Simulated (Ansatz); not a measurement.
Basis sets compared for Ag2Sn (the lowest singlet isomer of a short search). The state is a singlet with charge 0. Geometry B3LYP-D4/def2-TZVP. Ansatz on 4 threads of Arm Neoverse V2 on a shared host; times are rough, and most runs start from earlier orbitals.

```xyz
3

Ag   -1.4543    0.3362   -0.8995
Ag    0.2668   -0.8545    1.4952
Sn    1.1875    0.5184   -0.5958
```

In the def2 sets Ag, Sn take a core potential; there is no spin–orbit coupling. The structure comes from a short search, and lower isomers may exist.

Binding counts from free atoms (Ag doublet, Sn triplet) in the same basis, without a counterpoise term.

| level | functions | energy (Eh) | HOMO (eV) | LUMO (eV) | binding per atom (eV) | wall time |
| --- | --- | --- | --- | --- | --- | --- |
| PBE-D4/def2-SVP | 88 | -508.2862 | -4.59 | -3.78 | 1.37 | 0.8 s |
| PBE-D4/def2-TZVP (with forces) | 130 | -508.3711 | -4.61 | -3.78 | 1.41 | 1.4 s |
| r2SCAN-D4/def2-TZVP | 130 | -508.5099 | -4.69 | -3.59 | 1.32 | 2.8 s |
| PBE0-D4/def2-SVP | 88 | -508.2461 | -5.15 | -2.94 | 1.19 | 1.4 s |
| PBE0-D4/def2-TZVP | 130 | -508.3264 | -5.16 | -2.92 | 1.22 | 1.6 s |

(1) Estimate the rows for PBE-D4/def2-TZVPD, r2SCAN-D4/def2-TZVPD, PBE0-D4/def2-TZVPD.

Results:

(1) 
```
               level  functions  energy (Eh)  HOMO (eV)  LUMO (eV)  binding per atom (eV)  wall time
   PBE-D4/def2-TZVPD        136    -508.3713      -4.62      -3.78                   1.41      1.3 s
r2SCAN-D4/def2-TZVPD        136    -508.5101      -4.69      -3.59                   1.33        3 s
  PBE0-D4/def2-TZVPD        136    -508.3266      -5.16      -2.93                   1.22      1.6 s
```
